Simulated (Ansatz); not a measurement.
C8H16 (`C=CCCCCCC`). Charge 0, multiplicity 1. The geometry is a stationary point of PBE0-D4/def2-TZVP. It is one conformer, not always the lowest.

```xyz
24

C    -1.892   -2.236    0.170
C    -0.789   -2.954    0.008
C     0.623   -2.493    0.190
C     0.825   -1.003    0.416
C     0.638   -0.165   -0.842
C     0.793    1.333   -0.619
C    -0.316    1.963    0.210
C    -0.154    3.466    0.362
H    -1.867   -1.187    0.443
H    -2.872   -2.679    0.034
H    -0.895   -4.002   -0.269
H     1.208   -2.813   -0.682
H     1.047   -3.055    1.032
H     0.152   -0.663    1.210
H     1.840   -0.838    0.796
H    -0.346   -0.366   -1.280
H     1.372   -0.495   -1.586
H     1.761    1.534   -0.141
H     0.829    1.837   -1.592
H    -1.282    1.742   -0.260
H    -0.349    1.502    1.203
H    -0.961    3.900    0.957
H    -0.154    3.962   -0.613
H     0.791    3.711    0.854
```

Task: What is the dipole moment at B3LYP/def2-TZVPP? (An estimate is asked.)

Result: Ansatz gave: 0.44 D, with components (0.43, -0.10, -0.01) D in this frame, pointing from negative to positive charge.

Task: And with PBE, r2SCAN, ωB97M-V? (An estimate is asked.)

Result: Ansatz gave: PBE 0.46 D, r2SCAN 0.47 D, ωB97M-V 0.43 D.

Task: Give the Mulliken charges with B3LYP, PBE, r2SCAN in def2-TZVPP. (Best estimate.)

Result: Computed: 
```csv
atom,B3LYP,PBE,r2SCAN
C1,-0.24,-0.21,-0.20
C2,-0.14,-0.14,-0.12
C3,-0.07,-0.05,0.01
C4,-0.07,-0.08,0.00
C5,-0.11,-0.11,-0.06
C6,-0.09,-0.08,-0.02
C7,-0.08,-0.08,0.01
C8,-0.27,-0.26,-0.17
H9,0.09,0.07,0.06
H10,0.10,0.09,0.08
H11,0.09,0.08,0.07
H12,0.05,0.05,0.02
H13,0.07,0.07,0.03
H14,0.05,0.05,0.03
H15,0.06,0.05,0.02
H16,0.06,0.06,0.04
H17,0.06,0.05,0.02
H18,0.04,0.04,0.01
H19,0.06,0.05,0.02
H20,0.05,0.05,0.02
H21,0.05,0.05,0.02
H22,0.08,0.08,0.04
H23,0.07,0.07,0.04
H24,0.07,0.07,0.04
```

B3LYP here is the variant with VWN-RPA as its local correlation; programs differ in this.
